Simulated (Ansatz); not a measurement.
This Ansatz (a program for electronic structure) input (B2PLYP/def2-TZVPP) gives -289.25332 Eh with 42 basis functions.

Ansatz 0.2 input:
```yaml
crystal:
  periodic: [false, false, false]
  atoms:
    - {symbol: Si, position_ang: [0.00000000, 0.00000000, 0.00000000]}
basis:
  gaussian:
    orbitals: def2-TZVPP
hamiltonian:
  xc: {name: B2PLYP}
magnetization: {spin_polarized: true, initial_magnetization: 2}
correlation: {electrons: outside_noble_gas}
scf: {lower_state_search: full}
```

Change:
```diff
- orbitals: def2-TZVPP
+ orbitals: STO-3G
```

**Question.** What does the run give now?

**Answer.** -285.81514 Eh (B2PLYP/STO-3G, 9 functions), a change of +3438.18 mEh.
